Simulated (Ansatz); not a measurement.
Consider the formal hydrolysis of the Si–C bond: `CO[Si](F)(F)C#N` + H₂O → `CO[Si](O)(F)F` + `C#N`.

Program: Ansatz. Geometries: PBE0-D4/def2-TZVP. ΔE: electronic, gas phase. CCSD(T)/CBS adds triple-zeta CCSD(T) − MP2 to the extrapolated MP2 energy (def2 sets, frozen cores). This one scheme is used for every species. Functionals use def2-TZVPP. HSE06 is defined as in plane-wave codes. Each species was taken in one conformer, which may not be the lowest.

`CO[Si](F)(F)C#N`:

Cartesian coordinates in Å:
```
C 0.259 -0.407 1.531
O -0.082 -0.950 0.265
Si -0.576 -0.185 -1.042
F -1.967 0.525 -0.854
F -0.693 -1.215 -2.215
C 0.616 1.126 -1.520
N 1.389 1.945 -1.757
H -0.635 -0.050 2.048
H 0.972 0.414 1.427
H 0.717 -1.203 2.117
```

H₂O:

Cartesian coordinates in Å:
```
O -0.123 -0.355 -0.102
H 0.580 0.158 -0.507
H -0.456 0.197 0.609
```

`CO[Si](O)(F)F`:

Cartesian coordinates in Å:
```
C 1.175 0.720 -0.865
O 0.061 0.674 0.008
Si -0.615 -0.658 0.608
O -1.957 -0.290 1.416
F -0.892 -1.681 -0.567
F 0.341 -1.415 1.607
H 1.284 1.747 -1.214
H 1.029 0.066 -1.729
H 2.089 0.426 -0.342
H -2.516 0.411 1.079
```

`C#N`:

```xyz
3

C     0.008   -0.013    0.021
N    -0.349    0.573   -0.897
H     0.341   -0.560    0.876
```

```tsv
level	ΔE (kJ/mol)	difference from CCSD(T)/CBS
PBE-D4	-72.7	8.6
PBE0-D4	-78.3	3.0
CAM-B3LYP-D4	-87.2	-5.9
B2PLYP	-84.2	-2.9
PBE-QIDH	-83.2	-1.9
revPBE	-71.7	9.6
BLYP	-79.6	1.7
HSE06	-79.9	1.4
RPA@PBE/def2-TZVPP	-79.3	2.0
MP2/def2-TZVPP	-80.5	0.8
CCSD(T)/CBS	-81.3	0
```

Largest T1 diagnostic among the species: 0.014.

From BLYP to BHLYP (50 % exact exchange), in def2-TZVPP and without D4, ΔE moves by −11.7 kJ/mol. In def2-TZVPP, CCSD(T) changes the Hartree–Fock value by +14.5 kJ/mol (the triples alone add +2.8 kJ/mol) and MP2 by +16.4 kJ/mol.

CCSD(T)/CBS has its own doubt, a few kJ/mol and more with outer-core shells, so smaller differences from it don't rank the levels.
